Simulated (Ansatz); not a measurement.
Geometry optimisation, RKS PBE0-D4/def2-SVP in Ansatz.

The input (input.yaml):

```yaml
crystal:
  periodic: [false, false, false]
  atoms:
    - { symbol: "N", position_ang: [-1.2506, -0.3016, -0.8772] }
    - { symbol: Si, position_ang: [-0.0104, -0.0448, 0.3285] }
    - { symbol: O, position_ang: [0.9184, -1.4629, 0.3891] }
    - { symbol: O, position_ang: [-0.6366, 0.2688, 1.8624] }
    - { symbol: Te, position_ang: [1.4253, 1.8801, -0.3326] }
    - { symbol: H, position_ang: [-1.822, 0.6621, -0.937] }
    - { symbol: H, position_ang: [-0.7986, -0.3762, -1.8079] }
    - { symbol: H, position_ang: [1.6893, -1.2433, 1.0666] }
    - { symbol: H, position_ang: [0.17523, 0.34814, 2.49899] }
    - { symbol: H, position_ang: [1.8136, 1.1003, -1.7883] }
basis:
  gaussian: { orbitals: def2-SVP }
hamiltonian:
  xc: pbe0
  dispersion: d4
relax:
  f_tol: 0.015
  max_steps: 40
output:
  orbitals: {}
```

Launched with:

```bash
$ ansatz run input.yaml --threads 2 --pin off --max-ram 3072MiB --backend cpu --events-out ev --progress --plain --runs-dir out
```

**Question.** Where does it end, and by what steps?

**Answer.** It converged. The force dipped under the threshold on the way, but the program's further checks kept it going. After 9 steps the energy has fallen by 0.823 eV; H10 moved furthest, 0.67 Å.

```csv
step,energy less start (eV),largest force component (eV/Å),accepted
0,0.0000,2.984,yes
1,-0.4983,1.434,yes
2,-0.6419,1.216,yes
3,-0.7569,0.443,yes
4,-0.8004,0.526,yes
5,-0.8174,0.260,yes
6,-0.8186,0.219,yes
7,-0.8214,0.172,yes
8,-0.8227,0.013,yes
9,-0.8228,0.014,yes
```

```xyz
10
Properties=species:S:1:pos:R:3
N -1.284 -0.241 -0.774
Si 0.014 -0.004 0.290
O 0.914 -1.390 0.201
O -0.661 0.366 1.754
Te 1.617 1.923 -0.109
H -2.063 0.402 -0.811
H -1.151 -0.752 -1.638
H 1.843 -1.286 0.429
H -0.066 0.693 2.435
H 2.342 1.119 -1.374
```

The run took 35 s on 2 threads of Intel(R) Xeon(R) Platinum 8375C CPU @ 2.90GHz (Ice Lake), with other jobs on the host, peak memory 0.3 GiB.
